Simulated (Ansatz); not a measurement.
C3H8Mg, SMILES `C[CH](C)[MgH]`. The species carries charge 0 and has multiplicity 1.

```xyz
12

C     1.330    0.132   -0.416
C     0.067   -0.121    0.406
C    -0.924    1.027    0.222
Mg   -0.794   -2.015    0.024
H     2.105   -0.621   -0.243
H     1.124    0.140   -1.492
H     1.777    1.110   -0.182
H     0.361   -0.135    1.466
H    -0.465    2.001    0.453
H    -1.285    1.097   -0.811
H    -1.806    0.932    0.864
H    -1.492   -3.546   -0.292
```

(1) What are the harmonic wavenumbers in cm⁻¹ at PBE0-D4/def2-TZVP (Ansatz, finite differences of forces, unscaled)? (Estimate.)

(2) Is this a minimum?

(3) Give the ideal-gas thermochemistry at 298.15 K and 1 bar (rigid rotor, harmonic oscillator; point group Cs, symmetry number 1).

(4) And at 400, 500, 600, 800 and 1000 K?

(5) Rotational constants (cm⁻¹)?

## Answers

(1) Ansatz gave: 117, 163, 247, 266, 313, 334, 377, 496, 891, 912, 944, 987, 1093, 1167, 1200, 1329, 1389, 1407, 1472, 1487, 1492, 1501, 1595, 2980, 2983, 2992, 3048, 3048, 3083, 3084.

(2) Yes, all 30 modes are real.

(3) Zero-point energy 253.6 kJ/mol; H(298) − E = 273.8 kJ/mol; entropy 328.1 J/(mol·K), of which translation 161.6, rotation 107.5, vibration 59.0; G(298) − E = 176.0 kJ/mol.

(4) 
```json
{"T (K)": "400", "H − E (kJ/mol)": "285.4", "S (J/mol/K)": "361.3", "G − E (kJ/mol)": "140.9"}
{"T (K)": "500", "H − E (kJ/mol)": "298.8", "S (J/mol/K)": "391.2", "G − E (kJ/mol)": "103.2"}
{"T (K)": "600", "H − E (kJ/mol)": "314.1", "S (J/mol/K)": "419.1", "G − E (kJ/mol)": "62.7"}
{"T (K)": "800", "H − E (kJ/mol)": "349.2", "S (J/mol/K)": "469.3", "G − E (kJ/mol)": "-26.3"}
{"T (K)": "1000", "H − E (kJ/mol)": "389.0", "S (J/mol/K)": "513.6", "G − E (kJ/mol)": "-124.7"}
```

(5) 0.2728, 0.1285, 0.09497.
